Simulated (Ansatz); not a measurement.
Harmonic frequencies (cm⁻¹) at PBE0-D4/def2-TZVP from Ansatz: 21, 33, 59, 70, 78, 92, 122, 147, 231, 234, 364, 436, 551, 700, 726, 728, 955, 957, 989, 1004, 1108, 1173, 1187, 1476, 1492, 1495, 2185, 2192, 2216, 2705, 2996, 3053, 3083.

Each molecule was computed in one conformer, which needn't be the lowest.

Which molecule is it?
A. `[SiH3][N]([SiH3])[InH2]`
B. `[NH2][In]([NH2])[SH]`
C. `C[O][In]([SH])[O][SiH3]`
D. `[CH3][InH][O][SiH3]`

C.
